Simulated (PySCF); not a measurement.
Geometries of 2 isomers of C3H7ClO2S, from PBE0-D3(BJ)/def2-TZVP geometry optimisation, gas phase in PySCF 2.14.0. One conformer each, no zero-point energy, no frequencies.

Task: Which is lower in electronic energy at this level?
A.
```xyz
14
angstrom
C     -0.347    1.452    0.146
C     -0.230    0.044   -0.399
C     -1.101   -0.974    0.307
S      1.481   -0.493   -0.456
O      1.542   -1.846   -0.901
O      2.278    0.518   -1.069
Cl     1.982   -0.508    1.541
H      0.319    2.141   -0.374
H     -1.375    1.794    0.013
H     -0.115    1.477    1.212
H     -0.443    0.039   -1.477
H     -0.877   -1.003    1.375
H     -0.968   -1.973   -0.107
H     -2.147   -0.683    0.187
```
B.
```xyz
14
angstrom
C      1.583    0.685    0.420
C      0.728    0.142   -0.712
C     -0.310   -0.881   -0.284
S     -1.759   -0.232    0.516
O     -2.653   -1.307    0.787
O     -1.408    0.708    1.529
Cl    -2.588    0.849   -1.027
H      2.132   -0.120    0.915
H      0.978    1.193    1.170
H      2.315    1.396    0.033
H      0.233    0.954   -1.250
H      1.366   -0.358   -1.448
H      0.079   -1.580    0.464
H     -0.706   -1.462   -1.119
```

Result: A. That is `CC(C)S(=O)(=O)Cl`, 2.9 kcal/mol below the other.

```json
{"SMILES": "CC(C)S(=O)(=O)Cl", "atoms numbered as above": "[CH3:1][CH:2]([CH3:3])[S:4](=[O:5])(=[O:6])[Cl:7]", "E (Eh)": "-1126.93350", "relative (kcal/mol)": "0.0", "relative (kJ/mol)": "0.0", "dipole (D)": "4.22"}
{"SMILES": "CCCS(=O)(=O)Cl", "atoms numbered as above": "[CH3:1][CH2:2][CH2:3][S:4](=[O:5])(=[O:6])[Cl:7]", "E (Eh)": "-1126.92887", "relative (kcal/mol)": "2.9", "relative (kJ/mol)": "12.2", "dipole (D)": "4.07"}
```
